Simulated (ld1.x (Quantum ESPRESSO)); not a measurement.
An all-electron radial function and its pseudo partner (Mg)

Columns: radius, all-electron u(r) and pseudo u(r) of the 3p shell (level -1.33 eV) of magnesium in the configuration [Ne] 3s2 3p0; PBE, scalar-relativistic, TM scheme, ld1.x (Quantum ESPRESSO) 7.5.

| r (bohr) | all-electron | pseudo |
| --- | --- | --- |
| 0.128 | 0.0656 | -0.0020 |
| 0.255 | 0.1340 | -0.0079 |
| 0.382 | 0.1595 | -0.0175 |
| 0.510 | 0.1496 | -0.0308 |
| 0.638 | 0.1175 | -0.0475 |
| 0.765 | 0.0741 | -0.0672 |
| 0.893 | 0.0251 | -0.0896 |
| 1.020 | -0.0248 | -0.1142 |
| 1.148 | -0.0744 | -0.1408 |
| 1.275 | -0.1214 | -0.1687 |
| 1.402 | -0.1656 | -0.1976 |
| 1.530 | -0.2069 | -0.2273 |
| 1.658 | -0.2450 | -0.2570 |
| 1.785 | -0.2796 | -0.2862 |
| 1.912 | -0.3113 | -0.3145 |
| 2.040 | -0.3403 | -0.3416 |
| 2.168 | -0.3663 | -0.3667 |
| 2.295 | -0.3892 | -0.3892 |
| 2.422 | -0.4091 | -0.4091 |
| 2.550 | -0.4263 | -0.4263 |
| 2.678 | -0.4408 | -0.4408 |
| 2.805 | -0.4525 | -0.4525 |
| 2.932 | -0.4618 | -0.4618 |
| 3.060 | -0.4689 | -0.4689 |
| 3.188 | -0.4739 | -0.4739 |
| 3.315 | -0.4768 | -0.4768 |

(1) How many radial nodes do the two functions have?

(2) At about which radius was the pseudo-wave matched?

(3) Is the pseudo-wave norm-conserving?

## Answers

(1) The all-electron 3p function has n − l − 1 = 1; the pseudo-wave has 0, since the states of the same l below it are removed with the core.

(2) 2.55 bohr. The columns agree to 0.0005 from 2.17 bohr on; several derivatives are matched, so the curves merge somewhat inside the radius.

(3) Yes: the TM scheme keeps the norm inside the radius equal to the all-electron one, which fixes the energy derivative of the logarithmic derivative at the level.
